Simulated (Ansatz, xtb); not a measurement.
**GeH9NSi2: which of two isomers lies lower**

We compare a, `[NH2][GeH]([SiH3])[SiH3]`, a singlet, with b, `N[Si@@H]([SiH3])[GeH3]`, a singlet. Both are isolated molecules in the gas phase, relaxed with PBE0-D3(BJ)/def2-SVP; the shapes shown needn't be the lowest conformers.

a (Å):

```yaml
atoms:
  - { symbol: Ge, position_ang: [0.4707, 0.1976, 0.4878] }
  - { symbol: N, position_ang: [-1.2176, 0.6135, 1.1315] }
  - { symbol: Si, position_ang: [0.2699, 0.0367, -1.8832] }
  - { symbol: Si, position_ang: [1.3974, -1.8280, 1.3794] }
  - { symbol: H, position_ang: [-1.2442, 0.7349, 2.1421] }
  - { symbol: H, position_ang: [-1.9167, -0.0852, 0.8887] }
  - { symbol: H, position_ang: [1.3789, 1.3847, 0.8751] }
  - { symbol: H, position_ang: [-0.7503, -1.0057, -2.2188] }
  - { symbol: H, position_ang: [-0.1544, 1.3376, -2.4835] }
  - { symbol: H, position_ang: [1.5790, -0.3754, -2.4776] }
  - { symbol: H, position_ang: [0.5185, -2.9829, 1.0109] }
  - { symbol: H, position_ang: [1.4826, -1.7669, 2.8730] }
  - { symbol: H, position_ang: [2.7671, -2.0829, 0.8322] }
```

b (Å):

```xyz
13

Ge    1.0082   -2.1201    1.2418
N    -0.3805    1.0987    1.3086
Si   -0.3399   -0.3522    0.3424
Si    0.4757    0.2156   -1.7818
H     0.4689    1.6508    1.3703
H    -0.8337    1.0608    2.2163
H    -1.7409   -0.8685    0.2336
H     0.6398   -1.0165   -2.6147
H    -0.4366    1.1662   -2.4892
H     1.8175    0.8654   -1.6362
H     0.9798   -3.3887    0.3638
H     2.4789   -1.6639    1.3588
H     0.5393   -2.5129    2.6596
```

Question: Which of the two would you expect CCSD(T)/def2-SVP + ΔMP2/def2-TZVPP electronic energies to favour?

Answer: Structure b; the calculation gives E(b) − E(a) = −5.8 kcal/mol.

Level by level:

| level | geometry | E(b) − E(a) (kcal/mol) | departure from the last row (kcal/mol) | job, with rough time for the two |
| --- | --- | --- | --- | --- |
| GFN2-xTB | GFN2-xTB | +6.7 | +12.4 | optimisation, 0.71 s |
| HF/STO-3G | GFN2-xTB | −1.0 | +4.8 | single point, 2.4 s |
| r2SCAN-D4/def2-SVP | GFN2-xTB | −6.1 | −0.3 | single point, 9.9 s |
| PBE0-D3(BJ)/def2-SVP | PBE0-D3(BJ)/def2-SVP | −7.0 | −1.2 | optimisation, 3.1 min |
| HF/def2-SVP | PBE0-D3(BJ)/def2-SVP | −6.5 | −0.7 | part of the CCSD(T) run |
| MP2/def2-SVP | PBE0-D3(BJ)/def2-SVP | −5.4 | +0.4 | part of the CCSD(T) run |
| CCSD(T)/def2-SVP | PBE0-D3(BJ)/def2-SVP | −5.4 | +0.3 | single point |
| CCSD(T)/def2-SVP + ΔMP2/def2-TZVPP | PBE0-D3(BJ)/def2-SVP | −5.8 |  | single point, 2 min |

As drawn, b has 1 N–Si, 1 Si–Si, 2 Ge–H in place of 1 Ge–N, 1 Ge–Si, 2 Si–H.

GFN2-xTB puts the two in the other order. The largest departure from CCSD(T)/def2-SVP + ΔMP2/def2-TZVPP is that of GFN2-xTB, 12.4 kcal/mol. A small imaginary or near-zero mode remains, so no thermal terms are given. The last row adds to CCSD(T) the change of the MP2 difference between the two basis sets, here −0.3 kcal/mol.

The correlated steps freeze 20 core orbitals; the filled d shell of Ge is correlated, in a basis made for valence electrons. Programs: Ansatz 0.2.0, xtb 6.7.1; the last row on 2 threads of Intel(R) Xeon(R) Processor @ 2.50GHz (Skylake/Cascade Lake) on a shared host.
